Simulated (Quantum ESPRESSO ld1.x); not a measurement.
Task: These are the eigenvalues of the occupied orbitals of an atom or ion with whole-number occupations (eV). Calculated with ld1.x of Quantum ESPRESSO 7.5: Dirac Kohn-Sham, LDA (Slater exchange, Perdew-Zunger correlation), spin-unpolarised, spherical densities, point nucleus.

| orbital | eigenvalue |
|---|---|
| 1s1/2 | -22962.3 |
| 2s1/2 | -4908.03 |
| 2p1/2 | -4720.84 |
| 2p3/2 | -4594.44 |

Which element is it, and in what charge state? The configuration may be excited. Open shells, if any, fill j = l - 1/2 first.

Result: Z = 43, technetium, charge +34: Tc34+ in [He] 2s2 2p5. The list shows which subshells hold electrons but not how many an open one holds; the 1s level, -843.85 hartree, gives Z - s = 41.1 by -(Z - s)^2/2, which with screening and relativity narrows Z to a few neighbours, and the depths of the outer levels then fix element, charge and occupations together.
